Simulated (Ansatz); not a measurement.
Two members of one family (Tetramethylammonium salts), computed with Ansatz in the gas phase. Binding counts from free atoms in the multiplicity of their measured ground term, without zero-point energy. The structures are stationary points that may keep the symmetry of their start.

First: tetramethylammonium mesylate (singlet, charge 0, PBE-D4/def2-SVP geometry).

```xyz
25

C    -2.865    0.599   -2.916
S    -1.611    0.337   -1.640
O    -0.888    1.656   -1.497
O    -2.370   -0.054   -0.393
O    -0.722   -0.768   -2.158
H    -2.348    0.877   -3.853
H    -3.428   -0.342   -3.042
H    -3.532    1.415   -2.580
C     1.598    0.691   -0.006
N     1.045   -0.219    1.064
C     0.666   -1.544    0.450
C    -0.177    0.416    1.681
C     2.082   -0.435    2.120
H     0.774    0.982   -0.702
H     2.005    1.592    0.489
H     2.402    0.151   -0.539
H     1.597   -2.056    0.142
H     0.137   -2.142    1.214
H     0.021   -1.364   -0.444
H     0.088    1.441    1.998
H    -1.005    0.424    0.932
H    -0.471   -0.191    2.557
H     2.310    0.530    2.608
H     2.997   -0.843    1.650
H     1.694   -1.151    2.867
```

```tsv
level	HOMO (eV)	LUMO (eV)	gap (eV)	binding per atom (eV)
PBE-D4/def2-SVP	-4.23	-0.52	3.72	3.96
PBE-D4/def2-TZVP	-4.69	-0.88	3.81	3.98
r2SCAN-D4/def2-TZVP	-5.03	-0.34	4.69	3.89
PBE0-D4/def2-SVP	-5.95	0.37	6.33	3.86
PBE0-D4/def2-TZVP	-6.30	-0.05	6.25	3.89
```

Second: tetramethylammonium tetracyanoborate (singlet, charge 0, PBE-D4/def2-SVP geometry).

```xyz
26

C     0.1663    2.1339   -1.9743
N     0.4305    0.8831   -1.1926
C     1.2453   -0.0838   -2.0082
C    -0.8860    0.2354   -0.8390
C     1.1978    1.2298    0.0603
H    -0.3898    1.8772   -2.8940
H    -0.4341    2.8211   -1.3513
H     1.1296    2.6086   -2.2358
H     2.1938    0.4060   -2.2978
H     1.4493   -0.9736   -1.3797
H     0.6719   -0.3630   -2.9104
H    -1.4314    0.8844   -0.1329
H    -1.4651    0.0814   -1.7667
H    -0.6843   -0.7375   -0.3621
H     0.5539    1.8242    0.7329
H     2.1048    1.7881   -0.2347
H     1.4740    0.2870    0.5653
N    -0.7796   -3.1311    4.7364
C    -0.8061   -2.5373    3.7267
B    -0.8328   -1.7308    2.3643
C    -2.0996   -2.0640    1.4453
N    -2.9727   -2.2252    0.6781
C     0.4582   -2.0197    1.4488
N     1.3359   -2.0872    0.6713
C    -0.8290   -0.1402    2.5771
N    -0.8008    1.0333    2.5731
```

Q: Estimate the same table for the second.

A: 
| level | HOMO (eV) | LUMO (eV) | gap (eV) | binding per atom (eV) |
| --- | --- | --- | --- | --- |
| PBE-D4/def2-SVP | -7.11 | -1.40 | 5.70 | 4.76 |
| PBE-D4/def2-TZVP | -7.39 | -1.70 | 5.69 | 4.71 |
| r2SCAN-D4/def2-TZVP | -7.71 | -1.44 | 6.27 | 4.53 |
| PBE0-D4/def2-SVP | -8.61 | -0.49 | 8.12 | 4.62 |
| PBE0-D4/def2-TZVP | -8.80 | -0.80 | 8.00 | 4.57 |
